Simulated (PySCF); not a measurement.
Compound: C3H9AlF2S.
Numbering: `[CH3:1][S@@+:2]([AlH3-:3])[CH2:4][CH:5]([F:6])[F:7]` (hydrogens: H8, H9, H10 on C1; H11, H12, H13 on Al3; H14, H15 on C4; H16 on C5)

A linear-response calculation (PySCF, def2-SVPD basis, gas phase, vertical, core orbitals frozen in the response) gave these numbers; the functional is withheld.

Orbital energies (eV): HOMO-3 -11.55, HOMO-2 -9.71, HOMO-1 -9.38, HOMO -9.29, LUMO 0.54, LUMO+1 0.82, LUMO+2 0.95.

| state | E (eV) | f | main configurations (H = HOMO, L = LUMO) |
| --- | --- | --- | --- |
| S1 | 6.46 | 0.0025 | H-2→L (54%), H-2→L+1 (23%) |
| S2 | 6.75 | 0.0013 | H→L+1 (42%), H→L (28%), H→L+4 (12%) |
| S3 | 6.86 | 0.0005 | H-1→L+1 (39%), H-1→L (23%), H-1→L+2 (14%) |
| S4 | 7.25 | 0.0065 | H→L (49%), H→L+1 (33%) |
| S5 | 7.38 | 0.0016 | H-1→L (32%), H-2→L+1 (25%), H-1→L+1 (23%) |
| S6 | 7.48 | 0.130 | H-2→L+1 (27%), H-1→L (19%), H-2→L (15%) |

Triplets, Tamm–Dancoff:

| state | E (eV) | λ (nm) | main configurations (H = HOMO, L = LUMO) |
| --- | --- | --- | --- |
| T1 | 5.95 | 208.5 | H-2→L (49%), H-2→L+1 (24%) |
| T2 | 6.26 | 197.9 | H→L+1 (44%), H→L (21%), H→L+4 (14%) |
| T3 | 6.35 | 195.3 | H-1→L+1 (41%), H-1→L (19%), H-1→L+4 (14%) |
| T4 | 6.66 | 186.0 | H-2→L+3 (41%), H-2→L+2 (13%), H-2→L+5 (11%) |

Vertical ionisation energy by ΔSCF with the same functional: 10.24 eV. Mean static polarisability: 93.0 au.

Question: Which of these was used?
A. B3LYP
B. PBE
C. CAM-B3LYP
D. HF

Answer: C. CAM-B3LYP is range-separated, 19% exact exchange at short range and 65% at long range (ω = 0.33 bohr⁻¹). In this run −ε(HOMO) = 9.29 eV differs from the ΔSCF value by -0.95 eV, and S1 differs from the orbital gap of 9.83 eV by -3.38 eV. The ratio −ε(HOMO)/IP is 0.91. Small neutral molecules mostly give 0.85 to 0.93 with CAM-B3LYP, 0.5 to 0.7 with PBE, 0.67 to 0.83 with B3LYP; with Hartree–Fock the ratio is 1 or more (Koopmans' value less the relaxation energy is the ΔSCF value).

Computed, not measured: TDDFT CAM-B3LYP/def2-SVPD, vertical, gas phase, core orbitals frozen in the response (PySCF). Geometry: PBE0-D3(BJ)/def2-SVP, one conformer, isolated molecule.

The run took 11 min wall (grids of density and orbitals included) on one thread of an Arm Neoverse N1, shared host with 64 logical CPUs at a one-minute load of 60, and the process peaked at 1.1 GiB of memory.

Shape of the structure used: `[CH3:1][S@@+:2]([AlH3-:3])[CH2:4][CH:5]([F:6])[F:7]`: C1–S2–C4–C5 179°, S2–C4–C5–F6 -179°.

Without π bonds the low states are Rydberg-like; a valence basis with one diffuse set may place them up to an eV too high.
